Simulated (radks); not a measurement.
Results of a calculation; reference values are marked as such.
Removal energies from neutral promethium, [Xe] 4f5 6s2, by Delta-SCF beside the eigenvalue of the level emptied. Level of theory: scalar-relativistic Kohn-Sham, PBE, spin-polarised, spherical densities, finite nucleus; Fermi nuclear charge, rms radius of each element as measured or else 0.836 A^(1/3) + 0.57 fm (a radial shooting solver on a logarithmic mesh with Libxc functionals). Open shells are filled with parallel spins first.

| removed from | final configuration | Delta-SCF (eV) | -eigenvalue (eV) |
|---|---|---|---|
| 6s | [Xe] 4f5 6s1 | 5.513 | 3.408 |
| 4f | [Xe] 4f4 6s2 | 9.845 | 3.158 |
| 5p | [Kr] 4d10 4f5 5s2 5p5 6s2 | 26.158 | 21.543 |
| 5s | [Kr] 4d10 4f5 5s1 5p6 6s2 | 45.464 | 40.358 |
